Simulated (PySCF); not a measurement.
**N²⁺ (nitrogen, charge +2) across methods**

[He] 2s1 2p1 3d1, one real determinant (an excited configuration). All numbers are calculated (PySCF 2.14, scalar relativity by spin-free X2C-1e, in aug-cc-pCVQZ-DK (9s8p6d4f2g, 109 functions)).

```json
{"method": "PBE", "E (hartree)": "-51.4714", "mean ε 2s α (eV)": "-59.416", "mean ε 2p α (eV)": "-49.018", "mean ε 3d α (eV)": "-12.627", "Σ⟨r²⟩ (bohr²)": "13.29", "⟨S²⟩": "3.750"}
{"method": "wB97X", "E (hartree)": "-51.5372", "mean ε 2s α (eV)": "-64.318", "mean ε 2p α (eV)": "-53.904", "mean ε 3d α (eV)": "-14.874", "Σ⟨r²⟩ (bohr²)": "13.34", "⟨S²⟩": "3.750"}
{"method": "TPSSh", "E (hartree)": "-51.5373", "mean ε 2s α (eV)": "-60.801", "mean ε 2p α (eV)": "-50.503", "mean ε 3d α (eV)": "-12.773", "Σ⟨r²⟩ (bohr²)": "13.41", "⟨S²⟩": "3.750"}
{"method": "UHF", "E (hartree)": "-51.41072", "mean ε 2s α (eV)": "-69.637", "mean ε 2p α (eV)": "-59.516", "mean ε 3d α (eV)": "-14.321", "Σ⟨r²⟩ (bohr²)": "14.02", "⟨S²⟩": "3.750"}
{"method": "LDA", "E (hartree)": "-51.0502", "mean ε 2s α (eV)": "-59.194", "mean ε 2p α (eV)": "-48.634", "mean ε 3d α (eV)": "-12.394", "Σ⟨r²⟩ (bohr²)": "13.30", "⟨S²⟩": "3.750"}
{"method": "r2SCAN", "E (hartree)": "-51.5090", "mean ε 2s α (eV)": "-60.276", "mean ε 2p α (eV)": "-50.026", "mean ε 3d α (eV)": "-12.506", "Σ⟨r²⟩ (bohr²)": "13.47", "⟨S²⟩": "3.750"}
{"method": "PBE0", "E (hartree)": "-51.4747", "mean ε 2s α (eV)": "-62.074", "mean ε 2p α (eV)": "-51.728", "mean ε 3d α (eV)": "-13.136", "Σ⟨r²⟩ (bohr²)": "13.47", "⟨S²⟩": "3.750"}
```

Task: Estimate the same row for MN15.

Result: E (hartree) = -51.5271; mean ε 2s α (eV) = -62.238; mean ε 2p α (eV) = -51.732; mean ε 3d α (eV) = -13.177; Σ⟨r²⟩ (bohr²) = 12.97; ⟨S²⟩ = 3.750.

⟨L²⟩ = 8.00 against 12 for a pure F term, so this real determinant mixes terms. The outer electron is Rydberg-like, and this basis confines it to a smaller radius and binds it less than a complete one would.
